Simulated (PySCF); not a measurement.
How methods differ on the ionisation energy of Au⁶³⁺

Au⁶³⁺ [Ne] 3s2 3p4 (3P) → Au⁶⁴⁺ [Ne] 3s2 3p3 (4S), as a difference of total energies. Computed with PySCF 2.14 in an even-tempered Gaussian basis (17 s from 17 bohr⁻², ratio 2.5; 12 p from 23 bohr⁻², ratio 2.5; 4 d from 92 bohr⁻², ratio 2.7; 4 f from 140 bohr⁻², ratio 2.7), with scalar relativity by spin-free X2C-1e. Correlated levels: outer shells: 1s2 frozen; virtual orbitals above 40 to 60 times the deepest correlated orbital energy dropped. The calculations carry no spin-orbit coupling.

```
                method  ionisation energy (eV)
                   UHF                  7131.6
    MP2 (outer shells)                  7132.8
SCS-MP2 (outer shells)                  7132.8
   CCSD (outer shells)                  7132.8
CCSD(T) (outer shells)                  7132.8
```

Spin-orbit coupling is strong in these open shells (close to jj coupling). The scalar numbers leave it out and a first-order estimate fails, so it can dominate the gap to the real levels.

The ground level that NIST lists for one species does not belong to the high-spin term computed here, so part of any gap is the choice of state.

Breit and QED terms and the two-electron picture change are absent.

For comparison: 6997 ± 19 eV (theoretical estimate listed by NIST; NIST Atomic Spectra Database, ionization energies).
